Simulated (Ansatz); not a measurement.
[CuMe2]- (C₂H₆Cu⁻), 9 atoms. Hardware: 4 threads of Arm Neoverse V2 on a shared host.

Correlated methods freeze 11 core orbitals.

Task: How many basis functions does each of these Ansatz runs have, and roughly what does it cost? PBE0-D4/def2-SVPD, charge -1 singlet, energy, from earlier orbitals; MP2/def2-TZVPD, charge -1 singlet, energy, from earlier orbitals; B3LYP-D4/def2-TZVPD, charge -1 singlet, energy and forces, from earlier orbitals; PBE-D4/def2-SVPD, charge -1 singlet, energy, from earlier orbitals; PBE0-D4/def2-TZVPD, charge -1 triplet at the geometry of the charge -1 singlet, energy; PBE0-D4/def2-SVP, charge 0 doublet at the geometry of the charge -1 singlet, energy with a search over starts; BLYP-D4/def2-TZVPD, charge -1 singlet, energy, from earlier orbitals; PBE0-D4/def2-TZVPD, charge -1 singlet, energy, from earlier orbitals; PBE-D4/def2-TZVPD, charge 0 doublet at the geometry of the charge -1 singlet, energy, from earlier orbitals; PBE0-D4/def2-TZVPD, charge -1 singlet, relaxation, 3 steps; HF/def2-TZVPD, charge -1 singlet, energy, from earlier orbitals; r2SCAN-D4/def2-TZVPD, charge 0 doublet at the geometry of the charge -1 singlet, energy, from earlier orbitals.

Result: Other jobs shared the machine, so times can vary by a factor of up to 3. A dash marks memory too small to be measured apart from the calling script's.

```json
{"run": "HF/def2-TZVPD, charge -1 singlet, energy, from earlier orbitals", "functions": "176", "fitting or Cholesky vectors": "1474", "wall time": "0.95 s", "peak host memory (GiB)": "–"}
{"run": "PBE-D4/def2-SVPD, charge -1 singlet, energy, from earlier orbitals", "functions": "122", "fitting or Cholesky vectors": "1122", "wall time": "1 s", "peak host memory (GiB)": "–"}
{"run": "PBE0-D4/def2-SVPD, charge -1 singlet, energy, from earlier orbitals", "functions": "122", "fitting or Cholesky vectors": "1175", "wall time": "1.3 s", "peak host memory (GiB)": "–"}
{"run": "BLYP-D4/def2-TZVPD, charge -1 singlet, energy, from earlier orbitals", "functions": "176", "fitting or Cholesky vectors": "1123", "wall time": "1.8 s", "peak host memory (GiB)": "–"}
{"run": "PBE0-D4/def2-TZVPD, charge -1 singlet, energy, from earlier orbitals", "functions": "176", "fitting or Cholesky vectors": "1202", "wall time": "1.9 s", "peak host memory (GiB)": "–"}
{"run": "MP2/def2-TZVPD, charge -1 singlet, energy, from earlier orbitals", "functions": "176", "fitting or Cholesky vectors": "1392", "wall time": "1.9 s", "peak host memory (GiB)": "–"}
{"run": "PBE-D4/def2-TZVPD, charge 0 doublet at the geometry of the charge -1 singlet, energy, from earlier orbitals", "functions": "176", "fitting or Cholesky vectors": "1123", "wall time": "2.9 s", "peak host memory (GiB)": "–"}
{"run": "B3LYP-D4/def2-TZVPD, charge -1 singlet, energy and forces, from earlier orbitals", "functions": "176", "fitting or Cholesky vectors": "1192", "wall time": "3.4 s", "peak host memory (GiB)": "–"}
{"run": "PBE0-D4/def2-SVP, charge 0 doublet at the geometry of the charge -1 singlet, energy with a search over starts", "functions": "89", "fitting or Cholesky vectors": "958", "wall time": "3.5 s", "peak host memory (GiB)": "–"}
{"run": "PBE0-D4/def2-TZVPD, charge -1 singlet, relaxation, 3 steps", "functions": "176", "fitting or Cholesky vectors": "1202", "wall time": "6.5 s", "peak host memory (GiB)": "–"}
{"run": "r2SCAN-D4/def2-TZVPD, charge 0 doublet at the geometry of the charge -1 singlet, energy, from earlier orbitals", "functions": "176", "fitting or Cholesky vectors": "1123", "wall time": "7 s", "peak host memory (GiB)": "–"}
{"run": "PBE0-D4/def2-TZVPD, charge -1 triplet at the geometry of the charge -1 singlet, energy", "functions": "176", "fitting or Cholesky vectors": "1202", "wall time": "18 s", "peak host memory (GiB)": "0.68"}
```
